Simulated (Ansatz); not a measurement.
`C[O][GeH]([F])[F]` → `[F][GeH2][F]` + `C=O` at 298.15 K and 1 bar (β-hydride elimination).

Program: Ansatz. Geometries: PBE0-D4/def2-TZVP. ΔE: electronic, gas phase. CBS: MP2 limit from def2 TZ/QZ plus the TZ coupled-cluster correction, frozen cores. This one scheme is used for every species. For Ge outer-core shells are correlated without core-valence functions, which leaves a few kJ/mol of doubt a bond. Scalar relativity is left out up to krypton. One conformer a species, not always the lowest.

```json
{"species": "`C[O][GeH]([F])[F]`", "CCSD(T)/CBS energy (Eh)": "-2391.41847", "H − E (kJ/mol)": "165.6", "S (J/(mol·K))": "354.4"}
{"species": "`[F][GeH2][F]`", "CCSD(T)/CBS energy (Eh)": "-2276.96403", "H − E (kJ/mol)": "66.9", "S (J/(mol·K))": "277.3"}
{"species": "`C=O`", "CCSD(T)/CBS energy (Eh)": "-114.39408", "H − E (kJ/mol)": "80.1", "S (J/(mol·K))": "218.6"}
```

H − E and S are ideal-gas, rigid-rotor, harmonic terms from PBE0-D4/def2-TZVP, for one conformer and one mirror image of each species. 1 Eh = 2625.50 kJ/mol, R = 8.31446 J/(mol·K).

Question: By hand: ΔE, ΔH, ΔS and ΔG.

Answer: ΔE = (-2276.96403) + (-114.39408) − (-2391.41847) = 0.06036 Eh = 158.5 kJ/mol. Δ(H − E) = 66.9 + 80.1 − 165.6 = -18.6, so ΔH = 139.9 kJ/mol. ΔS = 277.3 + 218.6 − 354.4 = 141.5 J/(mol·K). ΔG = 139.9 − 298.15 × (141.5)/1000 = 97.7 kJ/mol.

Question: By hand: the equilibrium constant, and the temperature at which ΔG would vanish if ΔH and ΔS stayed fixed.

Answer: log₁₀ K = −ΔG/(RT ln 10) = -17.1. ΔG = 0 at ΔH/ΔS = 989 K.

The number of gas molecules changes by +1, which sets the sign of ΔS. A doubt of 5 kJ/mol in ΔE shifts log₁₀ K by 0.9 here. Other conformers and mirror images would add mixing entropy, several J/(mol·K) or more a flexible species. These are equilibria of isolated gas molecules and say nothing of rates. Largest T1 diagnostic: 0.015 (customary marks: 0.02 for closed shells, 0.045 for open ones).
